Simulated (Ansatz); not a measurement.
Energy needed to pull apart GeH4SO (SMILES O[S][GeH3]), singlet, into free ground-state atoms, from the structure below (displaced at random from a GFN2-xTB minimum); no zero-point or spin–orbit terms; open-shell atoms are treated unrestricted, in their ground-state multiplicity.

```json
{"atom": "O1", "x (Å)": "-0.4364", "y (Å)": "-1.8097", "z (Å)": "0.1051"}
{"atom": "S2", "x (Å)": "-1.2541", "y (Å)": "-0.4195", "z (Å)": "0.5580"}
{"atom": "Ge3", "x (Å)": "0.4141", "y (Å)": "0.9343", "z (Å)": "0.0378"}
{"atom": "H4", "x (Å)": "-1.0420", "y (Å)": "-2.3738", "z (Å)": "-0.4744"}
{"atom": "H5", "x (Å)": "0.6484", "y (Å)": "0.7876", "z (Å)": "-1.4202"}
{"atom": "H6", "x (Å)": "0.0471", "y (Å)": "2.3365", "z (Å)": "0.3957"}
{"atom": "H7", "x (Å)": "1.5883", "y (Å)": "0.4853", "z (Å)": "0.7584"}
```

Ansatz 0.2.0; basis: def2-TZVPP; cores frozen in the correlated methods. Filled d shells of the heavier atoms are correlated. The def2 sets are not built for correlating such inner shells, so the correlated values are less sure here.

```tsv
method	atomization energy (kcal/mol)
SPW92	534.6
PBE-D4	459.7
r2SCAN-D4	456.2
PBE0-D4	?
LC-wPBE	447.0
wB97M-V	?
HF	294.2
MP2	446.4
CCSD	434.9
CCSD(T)	443.5
```

Question: What does wB97M-V give? (Judge from chemistry; the value comes from the calculation.)

Answer: Computed: 455.5 kcal/mol, which is about 12.0 kcal/mol more than CCSD(T)/def2-TZVPP.

Question: What does PBE0-D4 give? (An estimate is asked for; the value comes from the calculation.)

Answer: Computed: 448.3 kcal/mol, which is about 4.9 kcal/mol more than CCSD(T)/def2-TZVPP.

In triple zeta the MP2 and coupled-cluster atomization energies are still short of their basis limit by a few kcal/mol a bond, whereas those of the functionals are nearly converged, so these differences are not deviations from converged CCSD(T).

No T1 diagnostic of these runs exceeds 0.013.

For scale, one of the runs: CCSD(T)/def2-TZVPP forces, 177 basis functions (an equivalent command: `ansatz run in.yaml --threads 4`). Time: 2.9 min of wall clock on 4 CPU threads; the host was shared. Peak host memory: 3 GiB.
